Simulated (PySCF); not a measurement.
Ge(F)3(SiH3) (F₃GeH₃Si), SMILES [F][Ge]([F])([F])[SiH3].

Geometry: PBE-D3(BJ)/def2-SVP. The structure was generated by enumeration, and PubChem lists no compound with its InChIKey, so it may never have been made.

These are PBE-D3(BJ)/def2-SVP (PySCF 2.14.0) values and carry that method's errors.

Frequencies are harmonic and unscaled.

Modes within 1.5 cm⁻¹ of each other (mostly degenerate sets) share a row, with their intensities summed.

Computed harmonic wavenumbers and intensities:
| mode | ν (cm⁻¹) | IR (km/mol) | moving atoms (share of kinetic energy) |
|---|---|---|---|
| 1 | 72 | 0.0 | H 96 % |
| 2–3 | 100 | 2.7 | F 59 %, Si 18 %, Ge 14 %, H 9 % |
| 4–5 | 218 | 21.0 | F 86 %, Ge 13 % |
| 6 | 240 | 50.3 | F 66 %, Si 24 %, Ge 8 % |
| 7 | 356 | 11.9 | Si 48 %, Ge 32 %, F 13 % |
| 8–9 | 506 | 11.6 | H 87 %, Si 10 % |
| 10 | 681 | 123.7 | F 83 %, Ge 14 % |
| 11–12 | 717 | 133.2 | F 75 %, Ge 25 % |
| 13 | 820 | 127.0 | H 87 %, Si 9 % |
| 14–15 | 890 | 72.3 | H 97 % |
| 16 | 2184 | 20.8 | H 99 % |
| 17–18 | 2211 | 85.3 | H 96 % |
